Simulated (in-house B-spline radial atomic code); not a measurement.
Sr⁺. Computed with a B-spline radial atomic code. Model: non-relativistic spherical atom: semilocal Troullier-Martins pseudo-atom, one channel per l, against all electrons, high spin, G0W0 and RPA with empty states to l = 8, local potential for every l without a channel, a model core (radius 0 = none) keeps its share of the functional.

Without relativity these are model numbers for so heavy an element.

What the tables leave out is listed at the end.

The pseudopotential gives back the lowest level of each angular momentum of its own functional in the configuration it was made in; a second state of the same l is only approximately right. Exact exchange, RPA and GW see the smooth pseudo-orbitals and miss the exchange with the core, for which the functional's share stands in. The column with an uncorrelated core keeps all orbitals and exact exchange, and so separates missing core correlation from pseudisation. Only the three outermost levels and the lowest empty one were computed. RPA here is direct RPA, with no exchange kernel, and its energies carry an (l + 1/2)⁻⁴ tail. A hybrid on a potential with a model core restores only its own semilocal share of the core's exchange.

Command:
```bash
python run_psgw.py task.json out
```
Settings (lengths in bohr, energies in hartree):
```
Z                      38
electrons              37
configuration          [Kr] 5s1
generated_in           [Kr] 5s2
functional             pbe,pbe
core_shells            5
radius_factor          1.15
core_correction        False
ion_configuration      [Ar] 3d10 4s2 4p6
```

Run time, properties included: 77 s on 1 thread of Arm Neoverse N1 (shared host).

Given: made with PBE; model core radius 0 bohr; local radius 1.332 bohr; mean-field start PBE.

Valence shells of the generating configuration: 3d, 4s, 4p, 5s.

Channel: s 1.412, p 1.53, d 1.297 (radii in bohr).

Computed: largest level miss in the spin-unpolarised generating configuration 0.031 eV; valence RPA correlation energy all-electron orbitals -1.1863 hartree; all-electron RPA polarisability, core included 61.077 bohr³; pseudo-atom RPA polarisability 59.923 bohr³; ionisation by mean-field pseudo minus all 0.078 eV; ionisation by RPA all-electron 11.417 eV; ionisation by RPA pseudo minus all 0.032 eV.

```csv
level,occupied,mean-field all-electron (eV),mean-field pseudo minus all (eV),G0W0 all-electron (eV),G0W0 uncorrelated core minus all (eV),G0W0 pseudo minus all (eV),exchange self-energy all-electron (eV),exchange self-energy pseudo (eV)
5s up,1,-8.5487,-0.058,-11.334,-0.004,-0.118,-7.8203,-7.6458
```

What is the valence RPA correlation energy pseudo?

-1.2758 hartree.

What is the ionisation by mean-field all-electron?

11.02 eV.

Given: mean-field start PBE0.

Computed: valence RPA correlation energy all-electron orbitals -1.1346 hartree; all-electron RPA polarisability, core included 51.784 bohr³; pseudo-atom RPA polarisability 50.925 bohr³; ionisation by mean-field all-electron 10.895 eV; ionisation by mean-field pseudo minus all 0.075 eV; ionisation by RPA pseudo minus all 0.069 eV.

| level | occupied | mean-field all-electron (eV) | mean-field pseudo minus all (eV) | G0W0 all-electron (eV) | G0W0 uncorrelated core minus all (eV) | G0W0 pseudo minus all (eV) | exchange self-energy all-electron (eV) | exchange self-energy pseudo (eV) |
| --- | --- | --- | --- | --- | --- | --- | --- | --- |
| 5s up | 1 | -9.0974 | -0.061 | -11.298 | -0.003 | -0.104 | -7.7011 | -7.5429 |
| 5s down (empty) | 0 | -6.8319 | -0.051 | -5.786 | -0.003 | -0.013 | -1.5289 | -1.3302 |

What is the ionisation by RPA all-electron?

11.248 eV.

What is the valence RPA correlation energy pseudo?

-1.2364 hartree.

Given: mean-field start Hartree-Fock.

Computed: valence RPA correlation energy all-electron orbitals -1.0135 hartree; valence RPA correlation energy pseudo -1.1395 hartree; ionisation by mean-field all-electron 10.294 eV; ionisation by mean-field pseudo minus all 0.074 eV; ionisation by RPA all-electron 10.992 eV; ionisation by RPA pseudo minus all 0.075 eV.

```
          level  occupied  mean-field all-electron (eV)  mean-field pseudo minus all (eV)  G0W0 all-electron (eV)  G0W0 uncorrelated core minus all (eV)  G0W0 pseudo minus all (eV)  exchange self-energy all-electron (eV)  exchange self-energy pseudo (eV)
          5s up         1                       -10.321                            -0.072                 -11.132                                 -0.001                       -0.05                                 -7.2322                           -7.1119
        4p down         ?                             ?                                 ?                       ?                                      ?                           ?                                       ?                                 ?
          4p up         1                       -35.848                            -0.811                 -36.118                                 -0.035                      -0.307                                 -27.055                           -26.392
5s down (empty)         0                       -4.5403                            -0.039                 -5.4687                                 -0.001                      -0.021                                -0.83691                          -0.73274
```

What belongs in the row 4p down?

occupied: 1; mean-field all-electron (eV): -35.738; mean-field pseudo minus all (eV): -0.8; G0W0 all-electron (eV): -36.022; G0W0 uncorrelated core minus all (eV): -0.036; G0W0 pseudo minus all (eV): -0.299; exchange self-energy all-electron (eV): -27.04; exchange self-energy pseudo (eV): -26.346.

What is the pseudo-atom RPA polarisability?

38.637 bohr³.

What is the all-electron RPA polarisability, core included?

39.269 bohr³.

Among the listed levels the largest G0W0 shift of the pseudo-atom is -0.31 eV, for 4p up on the Hartree-Fock start, while leaving the core uncorrelated moves that level by -0.04 eV. So pseudisation and the lost core exchange, not the missing core correlation, make the error. Not in the tables (levels of low weight, unsolved or above zero; the highest and the empty levels are kept at any weight): on PBE the G0W0 levels 4p down (pseudo minus all -0.32 eV, weights 0.31 and 0.42), 4p up (pseudo minus all -0.36 eV, weights 0.28 and 0.34), 5s down (pseudo minus all +0.22 eV, weights 0.82 and 0.58); on PBE0 the G0W0 levels 4p down (pseudo minus all -0.41 eV, weights 0.68 and 0.70), 4p up (pseudo minus all -0.41 eV, weights 0.68 and 0.69).
